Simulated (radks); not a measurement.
Values are calculated unless marked as measured or tabulated.
Ionisation ladder of technetium, from Tc XIV to Tc XVI. Each ion is in the ground configuration listed by NIST, and IE = E(next ion) - E(this ion). Code: a radial shooting solver on a logarithmic mesh with Libxc functionals. Model: scalar-relativistic Kohn-Sham, PBE, spin-polarised, spherical densities, finite nucleus; open shells are filled with parallel spins first (spin-orbit coupling, left out, can overturn this in heavy ions); Fermi nuclear charge, rms radius 4.4112 fm.

species  configuration  E (hartree)  IE, Delta-SCF (eV)  -e(HOMO) (eV)   HOMO  <r> HOMO (bohr)  IE, NIST (eV)       kind  error (eV)
Tc XIV   [Ar] 3d10 4s2  -4228.84773              315.51         304.34     4s            0.932            311     theory        +4.5
Tc XV    [Ar] 3d10 4s1  -4217.25301              341.13         329.71  4s up            0.919          338.6  semi-emp.        +2.6
Tc XVI       [Ar] 3d10  -4204.71683              606.06         579.64     3d            0.388            604     theory        +2.1

Reference values: NIST Atomic Spectra Database (exp. = measured, semi-emp. = semi-empirical, theory = theoretical value adopted there). The ionisation energy per charge of the ion left behind rises most, in proportion, at Tc XVI ([Ar] 3d10), from 22.742 to 37.879 eV. Open shells are spherical and high-spin; term and fine-structure splittings are not resolved.
